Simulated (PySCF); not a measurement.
**What builds the third ionisation energy along the third row**

All values are computed (PySCF 2.14, energy differences of UHF-based or UKS calculations, no spin-orbit coupling). Each column adds one step, in eV (sums use unrounded values): valence MP2, valence CCSD, valence triples, then the next inner shell at CCSD(T) (Si 2s 2p, P 2s 2p, S 2s 2p, Cl 2s 2p, Ar 2s 2p). References (NIST) marked * lie between the lowest fine-structure levels; the others compare directly ((s) semi-empirical, (t) theoretical).

```json
{"element": "Si [Ne] 3s2 → [Ne] 3s1 (x2c-TZVPPall with one added diffuse shell each of s, p, d type, spin-free X2C)", "UHF": "32.042", "+ MP2": "0.861", "+ CCSD": "0.350", "+ (T)": "0.000", "+ inner shell": "0.154", "sum": "33.408", "reference": "33.493"}
{"element": "P [Ne] 3s2 3p1 → [Ne] 3s2 (x2c-TZVPPall with one added diffuse shell each of s, p, d type, spin-free X2C)", "UHF": "29.585", "+ MP2": "0.289", "+ CCSD": "0.129", "+ (T)": "0.028", "+ inner shell": "0.006", "sum": "30.037", "reference": "30.203 *"}
{"element": "Cl [Ne] 3s2 3p3 → [Ne] 3s2 3p2 (x2c-TZVPPall with one added diffuse shell each of s, p, d type, spin-free X2C)", "UHF": "38.950", "+ MP2": "0.649", "+ CCSD": "-0.069", "+ (T)": "0.034", "+ inner shell": "0.008", "sum": "39.572", "reference": "39.8 ± 0.11 (s) *"}
{"element": "Ar [Ne] 3s2 3p4 → [Ne] 3s2 3p3 (x2c-TZVPPall with one added diffuse shell each of s, p, d type, spin-free X2C)", "UHF": "39.373", "+ MP2": "0.799", "+ CCSD": "0.111", "+ (T)": "0.026", "+ inner shell": "0.022", "sum": "40.331", "reference": "40.735 ± 0.012 (s) *"}
```

Question: Estimate the missing row, S [Ne] 3s2 3p2 → [Ne] 3s2 3p1 (x2c-TZVPPall with one added diffuse shell each of s, p, d type, spin-free X2C).

Answer: The calculation gives UHF 34.148; + MP2 0.477; + CCSD 0.046; + (T) 0.032; + inner shell 0.007; sum 34.710. The reference value is 34.86 ± 0.04 (s) *.

What remains against the references is mostly basis incompleteness and, for starred values, spin-orbit coupling.

These are valence bases, so the inner-shell step is incomplete.
